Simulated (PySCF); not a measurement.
Diatomics of Te with group 14

HF with triple-zeta basis sets in PySCF, for the lowest determinant that a PBE0 search found; no spin–orbit coupling. De refers to high-spin ground-configuration atoms. A positive dipole means M(−)Te(+).

```
 M        basis  reference  state (unpaired electrons)  Re (Å)  ωe (cm⁻¹)  De (eV)  μ (D)
 C   def2-TZVPP        RHF      singlet (closed shell)   1.867        962     1.44   2.25
Si   def2-TZVPP        RHF      singlet (closed shell)   2.253        527     2.40  -1.39
Ge  def2-TZVPPD        RHF      singlet (closed shell)   2.325        354     2.14  -1.85
```

The shortest bond is that of TeC (1.867 Å), the longest that of GeTe (2.325 Å). SiTe is bound most strongly (2.40 eV) and TeC least (1.44 eV).

The rows differ in basis set, which adds steps of its own.

Down a group the atoms grow and get heavier, so bonds lengthen and wavenumbers fall; this series shows no clear exception.

Spin–orbit coupling is left out, which matters for elements this heavy, above all for dissociation energies. Where the molecule has an RHF reference, its open-shell atoms are computed with UHF. Hartree–Fock leaves out correlation, which carries a large part of most bond energies and some tenths to 1 eV of ionisation energies.
